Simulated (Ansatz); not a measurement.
Calculation: frozen-core CCSD(T)/cc-pVQZ // B3LYP-D3(BJ)/def2-TZVP (Ansatz, a first-principles code). The restricted HF reference is unstable towards unrestricted orbitals.

Ansatz 0.2 input:
```yaml
crystal:
  periodic: [false, false, false]
  atoms:
    - { symbol: C, position_ang: [-0.894958, -0.097261, 0.442724] }
    - { symbol: N, position_ang: [0.326372, 0.057978, 0.762012] }
    - { symbol: C, position_ang: [1.272862, 0.142331, -0.177621] }
    - { symbol: N, position_ang: [2.16623, 0.227201, -0.907121] }
    - { symbol: H, position_ang: [-1.626186, -0.160581, 1.24231] }
    - { symbol: H, position_ang: [-1.244316, -0.169667, -0.587758] }
basis:
  gaussian: { orbitals: cc-pVQZ }
correlation:
  method: ccsd_t
```

Output:

```
Functional definition: HF
1669 factors; integrals over basis functions are off by at most 8.1e-4 eV
mean field evaluation 1: about -5053.4688 eV, gradient 3.5e1 eV
mean field evaluation 2: about -5053.4706 eV, gradient 3.5e1 eV
mean field evaluation 4: about -5056.5391 eV, gradient 4.8e0 eV
mean field evaluation 8: about -5056.6251 eV, gradient 5.4e-1 eV
mean field evaluation 16: about -5056.5371 eV, gradient 4.8e0 eV
mean field -5056.62659454 eV, -185.8275998448 hartree, gradient 1.6e-6 eV, S^2 0.000000; 0 other end points of the search recorded, 0 dependent functions left out; unrestricted orbitals would lower it
4 core orbitals not correlated
reference -5056.62659454 eV, -185.8275998448 hartree; 10, 10 occupied and 266, 266 virtual orbitals, 1669 factors
second order -19.99987128 eV of doubles, -0.00000000 eV of singles
cycle   1  -19.28956541 eV  change    7.1e-1 eV  update   1.2e-1
cycle   2  -19.91096887 eV  change   -6.2e-1 eV  update   3.8e-2
cycle   3  -20.04966495 eV  change   -1.4e-1 eV  update   1.9e-2
cycle   4  -20.04088645 eV  change    8.8e-3 eV  update   5.7e-3
cycle   5  -20.04124246 eV  change   -3.6e-4 eV  update   3.2e-3
cycle   6  -20.04347974 eV  change   -2.2e-3 eV  update   9.6e-4
cycle   7  -20.04308542 eV  change    3.9e-4 eV  update   5.0e-4
cycle   8  -20.04286431 eV  change    2.2e-4 eV  update   1.7e-4
cycle   9  -20.04291336 eV  change   -4.9e-5 eV  update   6.4e-5
cycle  10  -20.04289530 eV  change    1.8e-5 eV  update   2.2e-5
cycle  11  -20.04287324 eV  change    2.2e-5 eV  update   7.8e-6
perturbative correction -1.08360254 eV, -0.0398216590 hartree
Total energy: -5077.75307033 eV, -186.6039835099 hartree
```

Cost: about 25 core-minutes (a rough figure).
